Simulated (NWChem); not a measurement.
All runs are NWChem calculations. System: C2H6AlF, charge 1, spin multiplicity 2, at the geometry of a parent with another charge or spin, in a state set for the comparison that need not be this species' ground state. Its SCF solution wasn't tested for a lower state. Level: ULC-wPBE (omega 0.3 per bohr)/def2-TZVP.

Output (cleaned and shortened):

```
             Northwest Computational Chemistry Package (NWChem) 7.3.0
             --------------------------------------------------------

                                NWChem Input Module
                                -------------------

 Scaling coordinates for geometry "geometry" by  1.889725989
 (inverse scale =  0.529177249)

                             Geometry "geometry" -> ""
                             -------------------------

 Output coordinates in angstroms (scale by  1.889725989 to convert to a.u.)

  No.       Tag          Charge          X              Y              Z
 ---- ---------------- ---------- -------------- -------------- --------------
    1 Al                  13.0000    -0.02621200     0.01860600    -0.02910500
    2 C                    6.0000     1.77148700    -0.21313900    -0.73782500
    3 H                    1.0000     2.16029700    -1.22630100    -0.54181000
    4 H                    1.0000     2.47065000     0.48827300    -0.24963500
    5 H                    1.0000     1.82337400    -0.02813700    -1.82183000
    6 C                    6.0000    -0.66207500    -0.52937700     1.72671800
    7 H                    1.0000    -1.37757900    -1.36456300     1.63225600
    8 H                    1.0000    -1.20466800     0.28879300     2.22857600
    9 H                    1.0000     0.14807800    -0.86275500     2.39415400
   10 F                    9.0000    -1.14843100     0.76865600    -1.02185600

 Effective nuclear repulsion energy (a.u.)     152.4785139219

            Nuclear Dipole moment (a.u.)
            ----------------------------
        X                 Y               Z
 ---------------- ---------------- ----------------
    -0.0000207870    -0.0000075589     0.0000000000


 Summary of "ao basis" -> "" (spherical)
 ------------------------------------------------------------------------------
       Tag                 Description            Shells   Functions and Types
 ---------------- ------------------------------  ------  ---------------------
 *                         def2-tzvp                  on all atoms

  pbe96 is a nonlocal functional; adding pw91lda local functional.

                                 NWChem DFT Module
                                 -----------------

 Summary of "ao basis" -> "ao basis" (spherical)
 ------------------------------------------------------------------------------
       Tag                 Description            Shells   Functions and Types
 ---------------- ------------------------------  ------  ---------------------
 Al                        def2-tzvp                13       37   5s5p2d1f
 C                         def2-tzvp                11       31   5s3p2d1f
 H                         def2-tzvp                 4        6   3s1p
 F                         def2-tzvp                11       31   5s3p2d1f

 Summary of "ao basis" -> "ao basis" (spherical)
 ------------------------------------------------------------------------------
       Tag                 Description            Shells   Functions and Types
 ---------------- ------------------------------  ------  ---------------------
 Al                        def2-tzvp                13       37   5s5p2d1f
 C                         def2-tzvp                11       31   5s3p2d1f
 H                         def2-tzvp                 4        6   3s1p
 F                         def2-tzvp                11       31   5s3p2d1f

  int_init: cando_txs set to always be  F

            General Information
            -------------------
          SCF calculation type: DFT
          Wavefunction type:  spin polarized.
          No. of atoms     :    10
          No. of electrons :    39
           Alpha electrons :    20
            Beta electrons :    19
          Charge           :     1
          Spin multiplicity:     2
          Use of symmetry is: off; symmetry adaption is: off
          Maximum number of iterations: 100
          This is a Direct SCF calculation.
          AO basis - number of functions:   166
                     number of shells:    70
          Convergence on energy requested:  1.00D-06
          Convergence on density requested:  1.00D-05
[...]
     4      0.381444   1 Al s                 3     -0.194723   1 Al s
    43     -0.188019   2 C  px               94     -0.175832   6 C  pz
    15      0.167114   1 Al px               46     -0.154504   2 C  px
   141     -0.153170  10 F  px               17      0.148391   1 Al pz
    97     -0.144888   6 C  pz              143     -0.130556  10 F  pz

 Vector   20  Occ=0.000000D+00  E=-3.823880D-01
              MO Center=  3.8D-01, -2.5D-01,  3.4D-01, r^2= 3.6D+00
   Bfn.  Coefficient  Atom+Function         Bfn.  Coefficient  Atom+Function
  ----- ------------  ---------------      ----- ------------  ---------------
    43      0.230585   2 C  px               94     -0.220489   6 C  pz
    17      0.204468   1 Al pz               15     -0.195552   1 Al px
    46      0.189921   2 C  px               97     -0.182500   6 C  pz
    49      0.133838   2 C  px              100     -0.127861   6 C  pz
    92      0.100136   6 C  px               45     -0.096316   2 C  pz

 Vector   21  Occ=0.000000D+00  E=-1.514437D-01
              MO Center=  1.1D-01, -9.0D-02,  9.4D-02, r^2= 3.7D+00
   Bfn.  Coefficient  Atom+Function         Bfn.  Coefficient  Atom+Function
  ----- ------------  ---------------      ----- ------------  ---------------
    19      0.587319   1 Al py               16      0.462880   1 Al py
    20      0.248073   1 Al pz              120      0.197068   7 H  s
    17      0.193322   1 Al pz               77     -0.179688   4 H  s
   126     -0.179258   8 H  s                18      0.168746   1 Al px
    15      0.138383   1 Al px               71      0.128872   3 H  s

 Vector   22  Occ=0.000000D+00  E=-1.189591D-01
              MO Center=  2.1D-01, -1.2D-01,  1.9D-01, r^2= 5.9D+00
   Bfn.  Coefficient  Atom+Function         Bfn.  Coefficient  Atom+Function
  ----- ------------  ---------------      ----- ------------  ---------------
     5      2.113680   1 Al s                42     -1.684687   2 C  s
    91     -1.629067   6 C  s               120      0.470398   7 H  s
    77      0.439740   4 H  s               126      0.387468   8 H  s
   100      0.324507   6 C  pz               71      0.320469   3 H  s
    49      0.262180   2 C  px               18      0.259175   1 Al px

   alpha - beta orbital overlaps
   -----------------------------

   alpha      1      2      3      4      5      6      7      8      9     10
    beta      1      2      3      4      5      6      7      8      9     10
 overlap   1.000  1.000  0.993  0.993  1.000  1.000  1.000  1.000  1.000  0.999

   alpha     11     12     13     14     15     16     17     18     19     20
    beta     11     12     14     13     15     16     18     19     17     20
 overlap   0.998  0.836  0.870  0.997  0.996  0.999  0.851  0.829  0.999  0.935

   alpha     21     22     23     24     25     26     27     28     29     30
    beta     21     22     23     24     25     26     27     28     29     30
 overlap   1.000  0.991  0.998  1.000  0.985  0.986  0.989  0.973  0.975  0.981

   alpha     31     32     33     34     35     36     37     38     39     40
    beta     31     32     33     34     35     36     37     38     39     40
 overlap   0.979  0.968  0.945  0.969  0.975  0.976  0.977  0.993  0.875  0.875

   alpha     41     42     43     44     45     46     47     48     49     50
    beta     41     42     43     44     45     46     47     48     49     50
 overlap   0.995  0.998  0.997  0.998  0.998  0.996  0.987  0.985  0.993  0.995

   alpha     51     52     53     54     55     56     57     58     59     60
    beta     51     52     53     54     55     56     57     58     59     60
 overlap   0.994  0.997  0.985  0.987  0.989  0.960  0.973  0.982  0.989  0.987

   alpha     61     62     63     64     65     66     67     68     69     70
    beta     61     62     63     64     65     66     67     68     69     70
 overlap   0.986  0.994  0.989  0.967  0.965  0.997  0.966  0.968  0.995  0.994

   alpha     71     72     73     74     75     76     77     78     79     80
    beta     71     72     73     74     76     75     77     78     79     80
 overlap   0.991  0.993  0.988  0.974  0.750  0.785  0.990  0.998  1.000  1.000

   alpha     81     82     83     84     85     86     87     88     89     90
    beta     81     82     83     84     85     86     87     88     89     90
 overlap   0.999  0.996  0.997  0.997  1.000  1.000  1.000  1.000  0.995  0.985

   alpha     91     92     93     94     95     96     97     98     99    100
    beta     91     92     93     94     95     96     97     98     99    100
 overlap   0.988  0.999  0.998  0.998  0.999  0.999  0.998  0.999  0.999  0.998

   alpha    101    102    103    104    105    106    107    108    109    110
    beta    101    102    103    104    105    106    107    108    109    110
 overlap   0.998  0.997  0.997  0.991  0.981  0.982  0.986  0.986  0.996  0.994

   alpha    111    112    113    114    115    116    117    118    119    120
    beta    111    112    113    114    115    116    117    118    119    120
 overlap   0.984  0.984  0.994  0.994  0.987  0.987  0.999  0.996  0.996  0.999

   alpha    121    122    123    124    125    126    127    128    129    130
    beta    121    122    123    124    125    126    127    128    130    129
 overlap   0.994  0.996  0.992  0.986  0.988  0.995  0.991  0.981  0.803  0.919

   alpha    131    132    133    134    135    136    137    138    139    140
    beta    131    132    133    134    135    136    137    138    139    140
 overlap   0.876  0.980  0.976  0.962  0.979  0.993  0.997  0.997  0.998  0.999

   alpha    141    142    143    144    145    146    147    148    149    150
    beta    141    142    143    144    145    146    147    148    149    151
 overlap   1.000  0.998  0.981  0.982  1.000  1.000  1.000  0.999  0.996  0.990

   alpha    151    152    153    154    155    156    157    158    159    160
    beta    150    152    153    154    155    156    157    158    159    160
 overlap   0.988  0.999  0.997  0.994  1.000  1.000  1.000  1.000  1.000  1.000

   alpha    161    162    163    164    165    166
    beta    161    162    163    164    165    166
 overlap   1.000  1.000  1.000  1.000  1.000  1.000

     --------------------------
     Expectation value of S2:
     --------------------------
      <S2> =      0.7671 (Exact =     0.7500)

 center of mass
 --------------
 x =  -0.12828287 y =   0.08623067 z =  -0.11587885

 moments of inertia (a.u.)
 ------------------
         351.780718755801          60.580183429766          61.306248182059
          60.580183429766         586.738921434910          96.010171464720
          61.306248182059          96.010171464720         373.882612854838

     Multipole analysis of the density
     ---------------------------------

     L   x y z        total         alpha         beta         nuclear
     -   - - -        -----         -----         ----         -------
     0   0 0 0      1.000000    -20.000000    -19.000000     40.000000

     1   1 0 0      1.224364      0.243185      0.981200     -0.000021
     1   0 1 0     -0.822391     -0.163417     -0.658966     -0.000008
     1   0 0 1      1.097778      0.218690      0.879088      0.000000

     2   2 0 0    -14.957440   -101.363647    -95.020273    181.426480
     2   1 1 0      1.387954     15.384657     15.298802    -29.295505
     2   1 0 1     -5.318220     24.008147     20.017637    -49.344004
     2   0 2 0    -18.474123    -30.613051    -29.673930     41.812858
     2   0 1 1      0.154928     26.923475     25.628212    -52.396759
     2   0 0 2    -14.726208    -95.493804    -89.222523    169.990119

 Task  times  cpu:      202.8s     wall:      202.8s

 Total times  cpu:      202.8s     wall:      202.8s
```

Task: Write an NWChem input that would produce this output.

Result: This is not unique; one that fits is 
```
start mol
memory heap 200 mb stack 900 mb global 1100 mb
charge 1
geometry units angstroms nocenter noautoz noautosym
  Al    -0.026212     0.018606    -0.029105
  C      1.771487    -0.213139    -0.737825
  H      2.160297    -1.226301    -0.541810
  H      2.470650     0.488273    -0.249635
  H      1.823374    -0.028137    -1.821830
  C     -0.662075    -0.529377     1.726718
  H     -1.377579    -1.364563     1.632256
  H     -1.204668     0.288793     2.228576
  H      0.148078    -0.862755     2.394154
  F     -1.148431     0.768656    -1.021856
end
basis spherical
  * library def2-tzvp
end
dft
  xc xwpbe 1.00 cpbe96 1.0 hfexch 1.00
  cam 0.3 cam_alpha 0.00 cam_beta 1.00
  odft
  mult 2
  direct
  iterations 100
end
task dft energy
```
